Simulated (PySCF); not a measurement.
Predicted microwave data (PBE0/pcSseg-1 in PySCF (dipole) on a GFN2-xTB geometry, gas phase) for one isomer of C7H11ClSi:

```
Rotational constants : A = 1826, B = 788.4, C = 668.7 MHz
Dipole components    : |μa| = 0.53 D, |μb| = 1.52 D, |μc| = 1.08 D
Inertial defect      : -162.02 u·Å²
κ                    : -0.79
```

**Question.** Which candidate fits, each taken in the one conformer that was computed?
A. `[Cl:1][C@@H:2]1[SiH2:3][CH:4]=[C:5]1[CH:6]1[CH2:7][CH2:8][CH2:9]1` with C4–C5–C6–C7 116°, Cl1–C2–Si3–C4 -115°, C2–Si3–C4–C5 1°, C5–C6–C7–C8 -135°, C6–C7–C8–C9 12°
B. `[CH2:1]=[CH:2][SiH2:3][C@@:4]([CH3:5])([Cl:6])[C:7]#[C:8][CH3:9]` with C1–C2–Si3–C4 128°, C2–Si3–C4–C5 -179°
C. `[CH2:1]=[CH:2][C@:3]([CH3:4])([Cl:5])[C:6]1=[CH:7][SiH2:8][CH2:9]1` with C1–C2–C3–C4 -6°, C2–C3–C6–C7 -8°

**Answer.** C. It is C=C[C@](C)(Cl)C1=C[SiH2]C1, an asymmetric top, point group C1. The candidates at the same level (rigid rotor, commonest isotopes):

| SMILES | A (MHz) | B (MHz) | C (MHz) | μa (D) | μb (D) | μc (D) | Δ (u·Å²) | point group | rotor |
| --- | --- | --- | --- | --- | --- | --- | --- | --- | --- |
| C=C[C@](C)(Cl)C1=C[SiH2]C1 | 1826 | 788.4 | 668.7 | 0.53 | 1.52 | 1.08 | -162.02 | C1 | asymmetric top |
| Cl[C@@H]1[SiH2]C=C1C1CCC1 | 1873 | 768.1 | 607.3 | 1.27 | 1.64 | 0.65 | -95.72 | C1 | asymmetric top |
| C=C[SiH2][C@@](C)(Cl)C#CC | 1230 | 821.0 | 662.4 | 0.92 | 1.38 | 1.25 | -263.61 | C1 | asymmetric top |

`Cl[C@@H]1[SiH2]C=C1C1CCC1` has C 9 % too low; `C=C[SiH2][C@@](C)(Cl)C#CC` has A 33 % too low. No structure here is proved a minimum.
